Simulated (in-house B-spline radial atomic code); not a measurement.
P. Computed with a B-spline radial atomic code. Model: non-relativistic spherical atom: semilocal Troullier-Martins pseudo-atom, one channel per l, against all electrons, high spin, G0W0 and RPA with empty states to l = 8, local potential for every l without a channel, a model core (radius 0 = none) keeps its share of the functional.

What the tables leave out is listed at the end.

The pseudopotential gives back the lowest level of each angular momentum of its own functional in the configuration it was made in; a second state of the same l is only approximately right. Exact exchange, RPA and GW see the smooth pseudo-orbitals and miss the exchange with the core, for which the functional's share stands in. The column with an uncorrelated core keeps all orbitals and exact exchange, and so separates missing core correlation from pseudisation. Only the three outermost levels and the lowest empty one were computed. RPA here is direct RPA, with no exchange kernel, and its energies carry an (l + 1/2)⁻⁴ tail. A hybrid on a potential with a model core restores only its own semilocal share of the core's exchange.

Command:
```bash
python run_psgw.py task.json out
```
Settings (lengths in bohr, energies in hartree):
```
Z                      15
electrons              15
configuration          [Ne] 3s2 3p3
generated_in           [Ne] 3s2 3p3
functional             pbe,pbe
core_shells            3
radius_factor          1.3
core_correction        True
```

Cost of the run: 8.3 s on 1 thread of AMD EPYC 9R14 (Zen 4), on a shared host.

Given: made with PBE; model core radius 0.995 bohr; local radius 2.104 bohr; mean-field start PBE.

Valence shells of the generating configuration: 3s, 3p.

Channel: s 2.051, p 2.405 (radii in bohr).

Computed: largest level miss in the spin-unpolarised generating configuration 0 eV; valence RPA correlation energy pseudo -0.2042 hartree; all-electron RPA polarisability, core included 23.237 bohr³; pseudo-atom RPA polarisability 23.058 bohr³.

```tsv
level	occupied	mean-field all-electron (eV)	mean-field pseudo minus all (eV)	G0W0 all-electron (eV)	G0W0 uncorrelated core minus all (eV)	G0W0 pseudo minus all (eV)	exchange self-energy all-electron (eV)	exchange self-energy pseudo (eV)
3p up	1	-6.2938	0.001	-10.093	0.081	-0.019	-16.823	-15.326
3p down (empty)	0	-3.7374	-0.015	-1.0975	0.084	0.005	-3.8341	-2.4255
```

(1) What is the valence RPA correlation energy all-electron orbitals?

Given: mean-field start PBE0.

Computed: valence RPA correlation energy all-electron orbitals -0.18769 hartree; valence RPA correlation energy pseudo -0.18502 hartree; pseudo-atom RPA polarisability 19.476 bohr³.

```
          level  occupied  mean-field all-electron (eV)  mean-field pseudo minus all (eV)  G0W0 all-electron (eV)  G0W0 uncorrelated core minus all (eV)  G0W0 pseudo minus all (eV)  exchange self-energy all-electron (eV)  exchange self-energy pseudo (eV)
          3p up         1                       -7.5331                             -0.02                 -10.456                                  0.086                      -0.039                                 -16.846                           -15.378
        3s down         1                       -13.139                             0.136                 -16.159                                  0.191                       0.257                                 -15.349                           -12.745
3p down (empty)         0                        -2.664                            -0.038                -0.78832                                  0.079                       0.005                                 -3.5106                           -2.2951
```

(2) What is the all-electron RPA polarisability, core included?

Results:

(1) -0.20821 hartree.

(2) 19.574 bohr³.

Among the listed levels the largest G0W0 shift of the pseudo-atom is +0.26 eV, for 3s down on the PBE0 start, while leaving the core uncorrelated moves that level by +0.19 eV. The rest, +0.07 eV, comes from pseudisation and the lost core exchange. Not in the tables (levels of low weight, unsolved or above zero; the highest and the empty levels are kept at any weight): on PBE the G0W0 levels 3s down (pseudo minus all +0.07 eV, weights 0.75 and 0.74), 3s up (pseudo minus all -0.07 eV, weights 0.05 and 0.07); on PBE0 the G0W0 levels 3s up (pseudo minus all +0.14 eV, weights 0.35 and 0.33); no Hartree-Fock pseudo-atom is run with a model core.
